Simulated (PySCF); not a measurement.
BiCl$_{3}$ (SMILES [Cl][Bi]([Cl])[Cl]), singlet, geometry from GFN2-xTB (such geometries of metal compounds can be far from the true shape) (core potentials on Bi). Base run: PBE0/def2-SVP (PySCF).

The PySCF input:
```python
from pyscf import gto, scf, dft

mol = gto.Mole()
mol.atom = '''
    Bi   -0.00428098   -0.00067467    0.50283800
    Cl   -1.83162453   -0.99302219   -0.83533113
    Cl    0.06534181    2.09049123   -0.81504384
    Cl    1.78718399   -1.09417508   -0.80465760
'''
mol.basis = 'def2-svp'
mol.ecp = {'Bi': 'def2-svp'}
mol.verbose = 4
mol.build()

mf = dft.RKS(mol)
mf.xc = 'pbe0'
mf.kernel()
mf.analyze()
```

Variants of this job, named by their change:

| change | ΔE vs base (mEh) | fitting functions | dipole (D) | outcome |
|---|---|---|---|---|
| base | 0.000 | - | 4.73 | converged |
| auxbasis = cc-pvtz-jkfit | - | - | - | input refused |
| auxbasis = even-tempered beta=3.0 | ? | ? | ? | converged |
| only_dfj = on; auxbasis = def2-universal-jfit | -0.325 | 211 | 4.73 | converged |
| auxbasis = def2-universal-jfit | ? | 211 | ? | converged |
| exchange = seminumerical (SGX) (with mf = sgx.sgx_fit(mf, auxbasis='def2-universal-jfit'); with mf.with_df.dfj = True) | -0.318 | 211 | 4.73 | converged |
| auxbasis = even-tempered beta=1.6 | 0.065 | 979 | 4.73 | converged |
| auxbasis = def2-universal-jkfit | 0.006 | 635 | 4.73 | converged |
| auxbasis = autoaux | 0.095 | 671 | 4.73 | converged |
| auxbasis = default (with mf = mf.density_fit()) | 0.006 | 635 | 4.73 | converged |

Task: Some entries are withheld; supply them.

Result: 
- auxbasis = even-tempered beta=3.0, ΔE vs base (mEh): -1.600
- auxbasis = even-tempered beta=3.0, fitting functions: 446
- auxbasis = even-tempered beta=3.0, dipole (D): 4.71
- auxbasis = def2-universal-jfit, ΔE vs base (mEh): 2281.5
- auxbasis = def2-universal-jfit, dipole (D): 4.61

A fitting set is made for a task (jfit for Coulomb, jkfit for Coulomb and exchange, ri for correlation) and for a family of orbital bases.

- auxbasis = cc-pvtz-jkfit: ended with `pyscf.lib.exceptions.BasisNotFoundError: Basis set not found for Bi in cc-pvtz-jkfit`
